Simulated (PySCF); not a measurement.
**Assignment exercise: C8H7FO2**

Atom-mapped SMILES (the numbers label the heavy atoms): `[O:1]=[C:2]([OH:3])[CH2:4][c:5]1[cH:6][cH:7][cH:8][cH:9][c:10]1[F:11]`. Each H is labelled by its parent atom.

PySCF 2.14.0 with density-fitted response routines calculation with GFN2-xTB structure and NMR shieldings at PBE0/pcSseg-1/GIAO; relativity neglected, in vacuum, one computed conformer, equivalent nuclei averaged.

References, each an isolated molecule treated in the same way: TMS for ¹³C, ¹H.

Question: Assign these signals to the numbered atoms. ¹³C{¹H} NMR (computed): δ 176.5, 171.7, 137.9, 134.9, 129.0, 128.7, 121.3, 37.0.

Answer: 
| δ (ppm) | atoms | environment | reason |
| --- | --- | --- | --- |
| 176.5 | C2 | carboxylic acid carbon | lone-pair donation from the attached heteroatom keeps it upfield of a ketone carbonyl |
| 171.7 | C10 | aromatic carbon bearing fluorine | σ withdrawal by the attached heteroatom moves it downfield of the ring CH carbons |
| 137.9 | C6 | aromatic CH | the aromatic region |
| 134.9 | C8 | aromatic CH | – |
| 129.0 | C7 | aromatic CH | – |
| 128.7 | C5 | substituted aromatic carbon | – |
| 121.3 | C9 | aromatic CH | – |
| 37.0 | C4 | sp3 CH2 α to a carbonyl | the adjacent C=O deshields it moderately |

C7 and C5 lie closer than the usual error of such a calculation, so a measured spectrum could show them in the other order.

Question: Assign these signals to the numbered atoms. ¹H NMR (600 MHz, computed): δ 7.62 (m, 1H), 7.48 (m, 1H), 7.41 (m, 1H), 7.39 (m, 1H), 6.20 (br s, 1H), 3.72 (s, 2H).

Answer: 
7.62 → H(C8), hydrogen on an aromatic CH: ring-current deshielding
7.48 → H(C6), hydrogen on an aromatic CH
7.41 → H(C7), hydrogen on an aromatic CH
7.39 → H(C9), hydrogen on an aromatic CH
6.20 → H(O3), hydrogen on an acid hydroxyl oxygen: exchangeable, gas-phase position
3.72 → H(C4), hydrogen on an sp3 CH2 α to a carbonyl

H(C6) and H(C7); H(C7) and H(C9) lie closer than the usual error of such a calculation, so a measured spectrum could show them in the other order.

Exchangeable OH/NH protons stand at their gas-phase positions; hydrogen bonding in a real sample shifts them, mostly to higher δ. Splittings by ¹⁹F in the carbon and heteronuclear signals aren't shown, as no couplings were computed. Shifts are as computed. Against solution values, carbons near 30 ppm lie about +3 ppm off and those near 130 ppm about +5 ppm. Of 1211 compounds with measured shifts, 218 miss one by over three times the rms of a fit or turn the order of signals round; such compounds aren't used in these exercises. Hydrogen bonding in solution deshields acid and N–H amide carbonyl carbons by as much as 10 ppm beyond these values. Multiplicities follow the n + 1 count of equivalent neighbours, as no J values were calculated; m marks all less simple cases, F and P coupling included.
